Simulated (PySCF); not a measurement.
Computed IR spectrum (relative IR intensity) of a molecule CH₆FNOSi₂. Coordinates come from a PBE-D3(BJ)/def2-SVP optimisation. Other conformers were not sampled. Calculation: PBE-D3(BJ)/def2-SVP (PySCF 2.14.0). Frequencies are harmonic and unscaled.

Lines under 2 % of the strongest are left out, and lines within 2 cm⁻¹ are merged.

```
ν (cm⁻¹)  relative intensity
--------  ------------------
221                      3.8
268                       19
303                       16
430                      6.2
468                      7.3
672                       26
739                      6.2
746                     10.0
790                       24
828                      4.0
892                       66
906                       96
964                      100
991                       55
1087                      14
1137                      11
1160                     5.7
1310                     7.9
1421                     2.5
2141                      65
2163                      57
2224                      44
2899                      22
2962                     7.2
3534                     6.2
```

### Question
Which molecule gave these data?
(A) F[Si@@H]1CN[SiH2]O1
(B) FC[Si@@H]1N[SiH2]O1
(C) N[Si@@H]1OC[Si@@H]1F
(D) O[Si@@H](F)/N=C/[SiH3]

### Answer
A, F[Si@@H]1CN[SiH2]O1
